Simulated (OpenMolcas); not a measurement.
An OpenMolcas run meant for V III (ANO-RCC-VDZ, X2C; inactive shells 1s 2s 2p 3s 3p; intended active space 3 electrons in 5 orbitals (3d)). One step of its input:

```
&RASSCF
FileOrb=start.orb
Symmetry=1
Spin=4
nActEl=3 0 0
Inactive=3 6
Ras2=5 0
CIRoot=9 9 1
SDav=10
CIMx=300
Iter=82 100
PrWF=0.3
OrbListing=Nothing
MaxOrb=0
Atom
```

The run finished. Its levels beside those of a sound run (CASSCF), in eV above each run's lowest level:

```json
{"Level": "3d³ ⁴F_3/2", "This run": "0.0000", "Usual run": "0.0000"}
{"Level": "3d³ ⁴F_5/2", "This run": "0.0198", "Usual run": "0.0197"}
{"Level": "3d³ ⁴F_7/2", "This run": "0.0470", "Usual run": "0.0469"}
{"Level": "3d³ ⁴F_9/2", "This run": "0.0813", "Usual run": "0.0811"}
{"Level": "3d³ ²G_7/2", "This run": "1.8528", "Usual run": "1.8532"}
{"Level": "3d³ ²G_9/2", "This run": "1.8815", "Usual run": "1.8819"}
{"Level": "3d³ ²P_1/2", "This run": "2.4461", "Usual run": "2.4473"}
{"Level": "3d³ ²H_9/2", "This run": "2.4499", "Usual run": "2.4498"}
{"Level": "3d³ ²P_3/2", "This run": "2.4572", "Usual run": "2.4605"}
{"Level": "3d³ ²H_11/2", "This run": "2.4723", "Usual run": "2.4722"}
{"Level": "3d³ ²D_3/2", "This run": "2.6579", "Usual run": "2.6577"}
{"Level": "3d³ ²D_5/2", "This run": "2.6803", "Usual run": "2.6804"}
{"Level": "3d³ ²F_7/2", "This run": "4.2298", "Usual run": "4.2284"}
{"Level": "3d³ ²F_5/2", "This run": "4.2428", "Usual run": "4.2414"}
```

Which setting is unsound, and how much does it matter here?

CIRoot is one short, so the average cuts through a term and the orbitals lose spherical symmetry. Against the sound run the excited levels shown move by 5.5 cm-1 on average and by 27 cm-1 at most.

Some high roots are left out of the spin-orbit mixing, which shifts the levels that they would mix with. Without dynamic correlation excited terms often stand tens of per cent too high (terms of higher spin than the ground term too low), and those without a measured partner can miss by more than the paired ones. Some levels mix across a computed gap that differs much from the measured one, so their mixing is not that of the real levels. Only configurations of the active space appear.
